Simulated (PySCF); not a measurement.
Molfile (atoms numbered from 1):
```
H11NSi5
     RDKit          3D

 17 17  0  0  0  0  0  0  0  0999 V2000
    2.5810    0.2208   -0.4764 N   0  0  0  0  0  0  0  0  0  0  0  0
    1.4352   -0.1604    0.7674 Si  0  0  0  0  0  4  0  0  0  0  0  0
    0.1831   -1.9342   -0.0880 Si  0  0  0  0  0  4  0  0  0  0  0  0
   -1.8413   -1.0462   -0.8376 Si  0  0  0  0  0  4  0  0  0  0  0  0
   -1.9220    1.2070   -0.2221 Si  0  0  0  0  0  4  0  0  0  0  0  0
    0.0584    1.7191    0.9024 Si  0  0  0  0  0  4  0  0  0  0  0  0
    3.1797   -0.5097   -0.8278 H   0  0  0  0  0  0  0  0  0  0  0  0
    3.1141    1.0726   -0.4023 H   0  0  0  0  0  0  0  0  0  0  0  0
    2.1076   -0.4881    2.0470 H   0  0  0  0  0  0  0  0  0  0  0  0
    0.8837   -2.6925   -1.1344 H   0  0  0  0  0  0  0  0  0  0  0  0
   -0.0530   -2.9518    0.9473 H   0  0  0  0  0  0  0  0  0  0  0  0
   -1.9961   -1.2065   -2.2897 H   0  0  0  0  0  0  0  0  0  0  0  0
   -2.9919   -1.7867   -0.3014 H   0  0  0  0  0  0  0  0  0  0  0  0
   -2.1246    2.0696   -1.3940 H   0  0  0  0  0  0  0  0  0  0  0  0
   -3.1002    1.4955    0.6071 H   0  0  0  0  0  0  0  0  0  0  0  0
   -0.2152    2.0638    2.3057 H   0  0  0  0  0  0  0  0  0  0  0  0
    0.6945    2.9399    0.3870 H   0  0  0  0  0  0  0  0  0  0  0  0
  1  2  1  0
  2  3  1  0
  3  4  1  0
  4  5  1  0
  5  6  1  0
  6  2  1  0
  1  7  1  0
  1  8  1  0
  2  9  1  0
  3 10  1  0
  3 11  1  0
  4 12  1  0
  4 13  1  0
  5 14  1  0
  5 15  1  0
  6 16  1  0
  6 17  1  0
M  END
```

Geometry: GFN2-xTB; GIAO absolute shieldings from PySCF, gas phase, non-relativistic, averaged over equivalent atoms.

At OPBE/STO-3G (61 basis functions, 11 s wall time on 1 thread of an Arm Neoverse V1, shared host):
| atoms | σ (ppm) |
| --- | --- |
| N1 | 330.1 |
| Si2 | 532.1 |
| Si4/Si5 | 584.3 |
| Si3/Si6 | 588.7 |
| H9 | 30.42 |
| H12/H14 | 31.32 |
| H10/H17 | 31.36 |
| H13/H15 | 31.39 |
| H11/H16 | 31.45 |
| H7/H8 | 35.01 |

Estimate the result of repeating the calculation with PBE0/pcSseg-1.

## Answers


```csv
atoms,σ at PBE0/pcSseg-1,change
N1,266.1,-64.0
Si2,382.2,-149.9
Si4/Si5,468.0,-116.3
Si3/Si6,465.0,-123.7
H9,25.90,-4.52
H12/H14,28.02,-3.30
H10/H17,28.26,-3.10
H13/H15,28.16,-3.23
H11/H16,28.28,-3.17
H7/H8,32.09,-2.92
```

The largest change is at Si2 (silicon bonded to N, 2 Si, H, in a 5-membered ring). Cost: 192 basis functions, 30 s wall time on 1 thread of an Arm Neoverse V1, shared host.
